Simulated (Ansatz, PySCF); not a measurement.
Gas-phase reaction (SMILES): CCl (CH3Cl) → [CH2]Cl + H atom; the C-H bond at the site shown breaks (other sites are not compared here).

Geometries: B3LYP-D3(BJ)/def2-TZVP minima from Ansatz (a first-principles code). Valence correlation only, unless marked. Open shells are spin-unrestricted. Spin-orbit coupling is left out. Non-relativistic. Basis-set limits of correlation are two-point, X^-3; Hartree-Fock from the larger set. Thermal terms are rigid-rotor harmonic-oscillator values from B3LYP-D3(BJ) frequencies (PySCF) at 298.15 K and 1 atm. 1 Eh = 627.5095 kcal/mol. Atoms have translation alone. Electronic entropy comes from spin alone.

```
species      E, CCSD(T)/CBS(def2-TZVPPD,def2-QZVPPD) (Ansatz) (Eh)  E, r2SCAN-D4/def2-TZVPD (Ansatz + dftd4) (Eh)  H - E (Eh)  G - E (Eh)
-----------  -----------------------------------------------------  ---------------------------------------------  ----------  ----------
CCl (CH3Cl)                                             -499.62661                                     -500.08003     0.04161     0.01500
[CH2]Cl                                                 -498.95591                                     -499.41891     0.02709    -0.00096
H atom                                                    -0.49998                                       -0.49993     0.00236    -0.01065
```

### Question
Work out ΔE and ΔH, ΔG, ΔS and the equilibrium constant at 298.15 K at the first level, then ΔH at the second.

### Answer

1. ΔE = [(-498.95591) + (-0.49998)] - [(-499.62661)] = 0.17072 Eh = 107.1 kcal/mol at CCSD(T)/CBS(def2-TZVPPD,def2-QZVPPD).
2. The terms H - E add up to -0.01216 Eh, so ΔH = (0.17072 + (-0.01216))×627.5095 = 99.5 kcal/mol.
3. The terms G - E add up to -0.02661 Eh, so ΔG = 90.4 kcal/mol, and ΔS = (-0.01216 - (-0.02661))×627509.5/298.15 = 30.4 cal/(mol K).
4. log10 K = -ΔG/(RT ln 10) = -66.3, with RT ln 10 = 1.3642 kcal/mol.
5. With ΔH and ΔS taken as constant, ΔG changes sign near ΔH/ΔS = 3270 K, a rough figure that leaves out heat capacities.
6. At r2SCAN-D4/def2-TZVPD the same steps give ΔE = 101.1 and ΔH = 93.5 kcal/mol, a shift of -6.0 from the first level.
7. These values are not checked against measurement here, since the tables used lack a sound gas-phase enthalpy of formation for at least one species.
